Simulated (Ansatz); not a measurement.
Input and output for BH5SiZn.

```yaml
crystal:
  periodic: [false, false, false]
  atoms:
    - {symbol: B, position_ang: [-0.792316, -0.230375, -0.615580]}
    - {symbol: Si, position_ang: [0.607512, 0.579234, 0.579949]}
    - {symbol: Zn, position_ang: [-0.052370, -2.325942, -0.797288]}
    - {symbol: H, position_ang: [-1.851709, -0.567097, -0.153512]}
    - {symbol: H, position_ang: [-0.750603, -0.035162, -1.802744]}
    - {symbol: H, position_ang: [0.249990, 2.014149, 0.808146]}
    - {symbol: H, position_ang: [1.981808, 0.566800, -0.000052]}
    - {symbol: H, position_ang: [0.699788, -0.058605, 1.925281]}
basis:
  gaussian: {orbitals: def2-TZVPP, final_grid: {core_spheres: 5, valence_spheres: 4, degree: 11}}
hamiltonian: {xc: {name: wB97M-V}}
output: {forces: true}
```

```sh
$ ansatz run in.yaml --threads 2 --pin off --events-out ev --progress --plain --max-ram 4352MiB
```

It prints (some lines left out):

```
Functional definition: wB97M-V
1291 factors; their error is unknown
271 factors; integrals over basis functions are off by at most 2.0e-5 eV
mean field evaluation 1: about -57048.1078 eV, gradient 3.3e1 eV
mean field evaluation 2: about -57048.3999 eV, gradient 4.6e1 eV
mean field evaluation 4: about -57050.4578 eV, gradient 1.4e0 eV
mean field evaluation 8: about -57050.4727 eV, gradient 6.3e-2 eV
mean field evaluation 16: about -57050.5178 eV, gradient 1.1e-4 eV
mean field -57050.51776624 eV, -2096.5678576793 hartree, gradient 3.0e-5 eV, S^2 0.000000; 0 other end points of the search recorded, 0 dependent functions left out
reference -57050.51782352 eV, -2096.5678597844 hartree; 27, 27 occupied and 180, 180 virtual orbitals, 1291 factors
Total energy: -57050.51782352 eV, -2096.5678597844 hartree
Atom 0 at    -0.792316    -0.230375    -0.615580 Å, force    -0.077980    -0.113013    -0.088669 eV/Å
Atom 1 at     0.607512     0.579234     0.579949 Å, force     0.044869     0.124325     0.069956 eV/Å
Atom 2 at    -0.052370    -2.325942    -0.797288 Å, force     0.020751     0.011179     0.017050 eV/Å
Atom 3 at    -1.851709    -0.567097    -0.153512 Å, force     0.141124     0.096069    -0.062363 eV/Å
Atom 4 at    -0.750603    -0.035162    -1.802744 Å, force    -0.021110     0.018081     0.179857 eV/Å
Atom 5 at     0.249990     2.014149     0.808146 Å, force     0.047119    -0.167302    -0.023267 eV/Å
Atom 6 at     1.981808     0.566800    -0.000052 Å, force    -0.138761    -0.014866     0.046320 eV/Å
Atom 7 at     0.699788    -0.058605     1.925281 Å, force    -0.016013     0.045528    -0.138883 eV/Å
Dipole moment:     0.040974    -0.632149    -0.176403 e Å
```

Hardware: 2 threads of an Intel Xeon 6975P-C on a shared host. Wall time 5.5 s, peak host memory 0.63 GiB.
